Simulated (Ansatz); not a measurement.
The cluster Ag2Au4⁺, relaxed as a doublet with UKS PBE-D4/def2-SVP in Ansatz, starting from the GFN1-xTB geometry. Force threshold 0.02 eV/Å.

In the def2 sets Ag, Au take a core potential; there is no spin–orbit coupling. The relaxation made no stability test and no search for a lower SCF solution. No other spin state of charge 1 was run. Another isomer (doublet) lies 0.05 eV lower at PBE0-D4/def2-TZVP; other spin states weren't run for this one.

Start:

```xyz
6

Au    0.536   -2.337    0.383
Au    1.819   -0.663   -1.267
Au   -0.363    0.149    0.261
Au   -1.260    2.543    0.146
Ag    0.808    1.930   -1.517
Ag   -1.540   -1.621    1.995
```

```tsv
step	energy (eV)	largest force component (eV/Å)	SCF passes
1	-22774.8481	0.522	24
2	-22774.8727	0.325	28
3	-22774.8925	0.037	23
4	-22774.8931	0.013	24
```

Force components are those of the run's own axes.

End:

Cartesian coordinates in Å:
```
Au 0.541 -2.410 0.410
Au 1.805 -0.651 -1.272
Au -0.378 0.149 0.269
Au -1.255 2.614 0.108
Ag 0.808 1.959 -1.513
Ag -1.521 -1.661 1.997
```

By distances, no bond broke or formed. The bond that changes most is Au1–Au3, from 2.65 to 2.72 Å (atoms count from 1).

No frequencies were taken in this run, so the end may be a saddle point.

It took 20 s on 4 threads of Arm Neoverse V2 on a shared host.
